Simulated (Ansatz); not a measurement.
The same path of a periodic cell of 17 atoms, K$_{16}$Na (host K, host structure bcc, interstitial Na) was run twice with different band settings. Lost on the way: K1–K14, K3–K14, K5–K11, K5–Na17. Made: K1–K5, K3–K5, K11–K14, K14–Na17.

These are results of DFT PBE-D3(BJ), scalar-relativistic, plane waves, PAW (Ansatz 0.2.0), not measurements. Settings: cutoff 420 eV, k mesh 2x2x2, fermi-dirac smearing 0.15 eV, no spin polarisation.

Relaxed end points:

```xyz
17
Lattice="10.4600 0.0000 0.0000 0.0000 10.4600 0.0000 0.0000 0.0000 10.4600" Properties=species:S:1:pos:R:3
K -0.154 -0.536 0.000
K 4.959 0.221 0.000
K -0.151 5.764 0.000
K -0.134 -0.174 5.230
K 2.770 2.614 3.155
K 4.958 5.008 0.000
K 5.557 0.081 5.229
K 8.128 2.615 2.401
K -0.134 5.403 5.230
K 2.754 7.845 2.780
K 2.771 2.614 7.304
K 5.555 5.148 5.229
K 7.523 7.844 2.527
K 8.128 2.615 8.059
K 2.754 7.845 7.680
K 7.523 7.844 7.932
Na 1.319 2.613 -0.001
```

```xyz
17
Lattice="10.4600 0.0000 0.0000 0.0000 10.4600 0.0000 0.0000 0.0000 10.4600" Properties=species:S:1:pos:R:3
K 0.001 -0.529 0.139
K 5.232 -0.133 0.111
K 0.001 5.814 0.205
K 0.000 0.198 5.518
K 2.408 2.616 2.346
K 5.233 5.354 0.116
K 5.226 0.073 4.910
K 8.051 2.616 2.349
K 0.000 5.036 5.503
K 2.555 7.867 2.945
K 3.139 2.606 7.677
K 5.227 5.156 4.904
K 7.905 7.867 2.946
K 7.313 2.605 7.667
K 2.760 7.829 7.733
K 7.701 7.829 7.732
Na -0.008 2.672 -1.276
```

Common settings: climbing image yes; spring 5.0 eV/Å²; optimiser quadratic models (default); force threshold 0.05 eV/Å; end points relaxed.

| run | movable images | start path | iteration limit | theory |
| --- | --- | --- | --- | --- |
| 1 | 7 | IDPP | 80 | DFT PBE-D3(BJ), scalar-relativistic, plane waves, PAW cutoff 420 eV, k mesh 2x2x2, fermi-dirac smearing 0.15 eV, no spin polarisation |
| 2 | 3 | default | 50 | DFT PBE-D3(BJ), scalar-relativistic, plane waves, PAW cutoff 420 eV, k mesh 1x1x1, fermi-dirac smearing 0.15 eV, no spin polarisation |

Q: What does each run give, and how far can it be trusted?

A: Run 1: converged after 7 iterations, highest image 0.001 eV above the first end. The highest image is an end point: on this band no image between the ends rises above it. Inner images lie up to 0.010 eV below the lower end, so the ends aren't the lowest states on this path.
Run 2: converged after 7 iterations, highest image 0.001 eV above the first end. The highest image is an end point: on this band no image between the ends rises above it. Inner images lie up to 0.006 eV below the lower end, so the ends aren't the lowest states on this path. One k-point is too few for this cell, so energies aren't converged.
Limits of this set-up: coarse k mesh, a small cell, in which the defect meets its images, a typed lattice constant that wasn't relaxed here.
